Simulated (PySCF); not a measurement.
CHAlClF₃O (SMILES [OH][Al]([Cl])[C](F)(F)F), singlet, at a GFN2-xTB geometry (such geometries of metal compounds can be far from the true shape). Base run: CAMB3LYP/6-31G, polarisability run with PySCF.

Here is a job for PySCF.
```python
from pyscf import gto, scf, dft
from pyscf.prop import polarizability

mol = gto.M(
    atom='''
Al   -0.048151    0.082460    0.898939
C     0.333438   -0.511334   -1.059200
F    -0.542885   -0.023587   -1.965857
F     0.268636   -1.858154   -1.176994
F     1.557844   -0.174595   -1.528233
Cl   -1.120787    1.769478    1.114857
O     0.633337   -0.988953    1.916553
H     1.059656   -1.666459    2.423762
''',
    basis='6-31g',
    charge=0,
    spin=0,
    verbose=3,
)

mf = dft.RKS(mol)
mf.xc = 'camb3lyp'
mf.kernel()
alpha = mf.Polarizability().polarizability()[2, 2]
print('alpha_zz =', alpha)
```

Task: The base was run again with changes. Order these runs by alpha_zz (bohr³), lowest first: functional = pbe0 | basis = cc-pVDZ | functional = hf | basis = 6-31G* | basis = def2-SVP | basis = 6-31+G*.

Result: functional = hf (alpha_zz (bohr³) 29.73), functional = pbe0 (alpha_zz (bohr³) 36.20), basis = def2-SVP (alpha_zz (bohr³) 38.31), basis = 6-31G* (alpha_zz (bohr³) 40.54), basis = cc-pVDZ (alpha_zz (bohr³) 41.18), basis = 6-31+G* (alpha_zz (bohr³) 47.95)…

Finite-field rows take the second difference of the energy in a field along z; a small field with loose convergence shows SCF noise divided by the square of the field, and a large one adds hyperpolarisability.
